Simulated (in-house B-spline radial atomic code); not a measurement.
Atomic self-consistent-field run: Tl LXVII (Tl66+). Level of theory: scalar-relativistic (X2C) M06-2X, spin-polarised, spherical fractional occupations, Fermi nucleus of rms radius 5.4759 fm; calculated with a B-spline radial code for spherical atoms.

Command:
```bash
python run_scf.py task.json out
```
Settings (nuclear radius in fm, mass in u):
```
Z                81
configuration    [Ne] 3s2 3p3
hamiltonian      x2c
method           m062x
spin_polarised   True
nucleus          fermi
rms_radius       5.4759
atomic_mass      204.97443
speed_of_light   137.035999084
```

Output (hartree, bohr):
```
 radial grid: 53 intervals, B-splines of order 8, outer radius 1.0345 bohr

 iter        energy (Eh)    residual
    1      -15055.026266    3.37e-01
    2      -15055.035848    7.37e-03
    3      -15055.035849    5.92e-03
    4      -15055.035849    4.76e-03
    5      -15055.035849    3.83e-03
    6      -15055.035849    3.08e-03
    7      -15055.035850    2.47e-03
    8      -15055.035850    1.99e-03
    9      -15055.035850    1.60e-03
   10      -15055.035850    1.29e-03
   11      -15055.035850    1.03e-03
   12      -15055.035850    8.32e-04
   13      -15055.035850    6.69e-04
   14      -15055.035850    5.38e-04
   15      -15055.035851    4.33e-04
   87      -15055.035851    7.54e-05
   88      -15055.035851    1.96e-04
   89      -15055.035851    1.28e-04
   90      -15055.035851    1.65e-04
   91      -15055.035851    1.46e-04
   92      -15055.035852    1.42e-04
   93      -15055.035852    1.46e-04
   94      -15055.035852    1.50e-04
   95      -15055.035851    1.38e-04
   96      -15055.035851    3.94e-05
   97      -15055.035851    2.33e-05
   98      -15055.035851    1.62e-05
   99      -15055.035851    6.26e-06
  100      -15055.035851    1.61e-06
  101      -15055.035851    2.63e-07

 total energy                    -15055.03585
 kinetic                           18108.4355
 electron-nucleus                 -34337.5460
 Hartree                            1363.9116
 exact exchange                     -100.8563
 exchange-correlation                -88.9806

 orbital      occ     eigenvalue          <r>       <r^2>       <1/r>       r_max
 1s up      1.000     -3355.1324    0.0154557 0.000338281     111.102    0.009024
 1s down    1.000     -3354.2815    0.0154523 0.000338152     111.127    0.009022
 2s up      1.000      -761.1293    0.0671092  0.00538768     26.4893     0.05763
 2s down    1.000      -760.6947    0.0670555  0.00537735     26.5028     0.05761
 2p up      3.000      -686.4882    0.0607594  0.00451673     21.2097     0.04721
 2p down    3.000      -685.6992    0.0607865  0.00451945      21.195     0.04728
 3s up      1.000      -306.2027     0.164109   0.0308529     10.3199      0.1564
 3s down    1.000      -303.7883     0.164503   0.0309953     10.2744      0.1566
 3p up      3.000      -284.0122     0.162286   0.0305388     8.84306      0.1537
```

Time taken, with all properties: 2.7 s on 1 thread of Arm Neoverse V2 (shared host).

States collapsed into the nucleus by a negative tau potential were left out of the aufbau.

One-electron X2C: radii and densities carry no picture-change correction, so inner-shell <1/r> comes out high (for 1s by about 2 % at Z = 33, 5 % at 54, 10 % at 75, 30 % at 118) and <r> low.
